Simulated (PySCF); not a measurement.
BBr2, SMILES Br[B]Br, multiplicity 2. Geometry optimised at B3LYP-D3(BJ)/def2-TZVP. The isomer is the one that the SMILES or the coordinates give; other isomers of the formula were not compared.

Computed with PySCF with B3LYP-D3(BJ)/def2-TZVP.

Harmonic wavenumbers (cm⁻¹): 173, 545, 838. Rotational constants (GHz): 69.19, 1.111, 1.093; symmetry number 2.

### Question
Work out the zero-point energy and the ideal-gas rigid-rotor harmonic-oscillator thermochemistry at 298.15 K and 1 atm.

### Answer
ZPE = ½ Σ hcν = ½ × 1556 cm⁻¹ = 9.31 kJ/mol. H − E(el) = 21.49 kJ/mol. Entropy in J/(mol K): translation 172.84, rotation 101.98, vibration 13.10, spin 5.76, total 293.69. G − E(el) = -66.07 kJ/mol. Cp = 48.39 J/(mol K).
